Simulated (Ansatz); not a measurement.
Born–Oppenheimer molecular dynamics of Cl₂H₂OSi (6 atoms, charge 0, multiplicity 1). It starts from a relaxed structure.

Level of theory: UKS revPBE/STO-3G in Ansatz.

```
ensemble        : NVT, Langevin thermostat
time step       : 0.5 fs
steps asked     : 150
set temperature : 3000 K
friction        : 0.005 /fs
seed            : 884651
```

First frame:

```xyz
6
Properties=species:S:1:pos:R:3
O 0.480 1.290 -0.433
Si 0.109 -0.194 0.312
Cl 0.615 -1.853 -0.924
Cl -1.967 -0.364 0.754
H -0.073 1.310 -1.306
H 0.878 -0.254 1.552
```

Question: How far do the bonds stretch over the last three quarters of this one trajectory? (Pairs bonded in most of those frames.)

Answer: 
| bond | mean (Å) | spread (Å) | shortest | longest |
| --- | --- | --- | --- | --- |
| O1–Si2 | 1.691 | 0.076 | 1.57 | 1.82 |
| O1–H5 | 1.048 | 0.057 | 0.94 | 1.17 |
| Si2–Cl3 | 2.164 | 0.132 | 1.94 | 2.32 |
| Si2–Cl4 | 2.112 | 0.049 | 2.01 | 2.17 |
| Si2–H6 | 1.508 | 0.106 | 1.30 | 1.68 |

Mean temperature of the second half: 2350 K. The mean temperature of the second half is 22 % below the set value. A run of 0.075 ps of so small a system gives no equilibrium averages. Limits of this set-up: minimal basis.

Run time: 4.2 min on 1 thread of Arm Neoverse V2 (shared host), peak memory 0.1 GiB.
